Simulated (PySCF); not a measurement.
## Peak assignment

Geometry:
```csv
atom,x (Å),y (Å),z (Å)
C1,1.468,-1.580,-1.021
Si2,0.913,-0.247,0.231
N3,2.121,-0.366,1.474
Si4,0.710,1.970,-0.576
Si5,-1.576,1.961,-0.023
Si6,-1.429,-0.255,0.765
N7,-2.520,-1.280,-0.115
H8,0.861,-1.530,-1.921
H9,2.504,-1.445,-1.316
H10,1.370,-2.585,-0.618
H11,2.425,-1.272,1.796
H12,2.080,0.271,2.252
H13,1.513,3.011,0.081
H14,1.015,2.189,-1.999
H15,-2.510,2.224,-1.129
H16,-1.981,2.960,0.978
H17,-1.827,-0.594,2.147
H18,-2.594,-1.156,-1.111
H19,-2.555,-2.264,0.099
```

Isolated molecule, rapidly exchanging positions averaged, no relativistic terms, one conformer. Geometry: GFN2-xTB; shielding tensors at PBE0/pcSseg-1 (GIAO); PySCF 2.14.

Chemical shifts δ = σref − σ; TMS for ¹H (31.72 ppm), all at this level.

Assign these signals to the numbered atoms. ¹H NMR (300 MHz, computed): δ 5.87 (m, 1H), 3.77 (m, 1H), 3.76 (m, 1H), 3.75 (m, 1H), 3.67 (m, 1H), 0.47 (s, 3H), -0.11 (br s, 2H), -0.36 (br s, 2H).

Results:


| δ (ppm) | atoms | environment | reason |
| --- | --- | --- | --- |
| 5.87 | H17 | hydrogen on a silicon bonded to N, 2 Si, in a 4-membered ring | – |
| 3.77 | H13 | hydrogen on a silicon bonded to 2 Si, in a 4-membered ring | – |
| 3.76 | H14 | hydrogen on a silicon bonded to 2 Si, in a 4-membered ring | – |
| 3.75 | H16 | hydrogen on a silicon bonded to 2 Si, in a 4-membered ring | – |
| 3.67 | H15 | hydrogen on a silicon bonded to 2 Si, in a 4-membered ring | – |
| 0.47 | H8/H9/H10 | hydrogen on a methyl carbon bonded to Si | an electropositive neighbour shields it, as in TMS itself |
| -0.11 | H11/H12 | hydrogen on a nitrogen bonded to Si | labile proton, position sensitive to the medium |
| -0.36 | H18/H19 | hydrogen on a nitrogen bonded to Si | – |

H13 and H14; H14 and H16; H16 and H15 lie closer than the usual error of such a calculation, so a measured spectrum could show them in the other order.

OH/NH shifts are gas-phase values; hydrogen bonding in solution moves them, usually downfield. Multiplicities follow the n + 1 count of equivalent neighbours, as no J values were calculated; m marks all less simple cases, F and P coupling included.
